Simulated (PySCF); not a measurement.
**Excitation energy of Si by level of theory**

Si [Ne] 3s2 3p2 (3P) → Si [Ne] 3s1 3p3, s spin flipped, as a difference of total energies. Computed with PySCF 2.14 in x2c-TZVPPall, with the spin-free X2C one-electron Hamiltonian (Gaussian nucleus). Correlated levels: valence: [Ne] frozen; valence and next inner shell: 1s2 frozen. The calculations carry no spin-orbit coupling.

| method | excitation energy (eV) |
| --- | --- |
| UHF | 9.167 |
| LDA | 6.810 |
| PBE | 6.854 |
| PBE0 | 7.438 |
| r2SCAN | 7.340 |
| M06 | 7.284 |
| B2PLYP | 7.525 |
| BHandHLYP | 8.078 |
| BLYP | 6.909 |
| MP2 (valence) | 7.892 |
| SCS-MP2 (valence) | 7.834 |
| MP2 (valence and next inner shell) | 7.845 |
| SCS-MP2 (valence and next inner shell) | 7.796 |

How much does correlation contribute at MP2 (valence and next inner shell)?

7.845 − (9.167) = -1.322 eV, measured against UHF.

The upper determinant mixes two multiplicities, so it lies between the two terms.
